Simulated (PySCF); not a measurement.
Scan of H3Ge (anion, charge -1), singlet: umbrella (inversion) coordinate, bond length relaxed. Scanned: angle between the Ge-H bonds and the threefold axis (90 = planar). Other coordinates (Ge-H bond length) were minimised at B3LYP/def2-TZVP.

Level of theory: PySCF 2.14.0 with CCSD(T) on RHF/aug-cc-pVDZ, 9 core orbitals frozen.

Scanned values (°): 90, 93, 96, 99, 102, 105, 108, 111, 114, 117, 120, 123, 126, 129, 132.

Task: Describe the profile: where are the wells and the tops?

Result: Lower than their neighbours: 123° (0.0 mEh). Higher than their neighbours: 90° (44.0 mEh, end of the scan), 132° (9.9 mEh, end of the scan). The whole profile spans 44.0 mEh.
